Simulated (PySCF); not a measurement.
Results of a calculation; reference values are marked as such.
# CH7Al2O5

The system: CH7Al2O5, a small molecule (built as: end group CH2); neutral, doublet. The structure, one conformer, was relaxed in the gas phase by PBE0-D3(BJ)/def2-SVP. No frequency run checks that it is a minimum.

SMILES: [CH2][Al-]1([OH])[OH+][Al-]([OH])([OH])[OH+]1

```csv
atom,x (Å),y (Å),z (Å)
O1,0.666,-2.622,-0.914
Al2,-0.091,-1.106,-1.139
O3,-0.916,-0.877,-2.617
O4,0.988,0.292,-0.606
Al5,0.214,0.704,1.041
O6,1.139,0.184,2.383
C7,-0.536,2.472,1.153
O8,-0.970,-0.588,0.396
H9,0.652,-3.296,-1.595
H10,-1.387,-0.082,-2.868
H11,1.841,0.558,-0.953
H12,1.580,-0.663,2.452
H13,-0.391,3.135,2.016
H14,-1.164,2.939,0.382
H15,-1.637,-1.074,0.883
```

EPR values by unrestricted B3LYP, IGLO-III on Al C O, pcH-1 on H.

Predict g and the largest hyperfine couplings. Where does the spin sit?

g = 2.0023, 2.0027, 2.0030. The spin sits on C7 (105 %, bonded to 1 Al + 2 H) by Mulliken populations.
```csv
atom,isotope,isotropic (MHz),"dipolar, principal values (MHz)"
C7,13C,66.1,"-72.1, -71.7, 143.8"
H13,1H,-54.4,"-35.3, -0.3, 35.5"
H14,1H,-54.3,"-35.3, -0.3, 35.6"
Al5,27Al,-62.8,"-4.1, -3.4, 7.5"
O8,17O,-3.5,"-2.2, 1.0, 1.2"
O4,17O,-3.2,"-2.2, 1.0, 1.1"
```

How do the isotropic couplings move with BHandHLYP?

C7 66.1 to 83.6 MHz, H13 -54.4 to -61.9 MHz, H14 -54.3 to -61.5 MHz, Al5 -62.8 to -71.1 MHz.
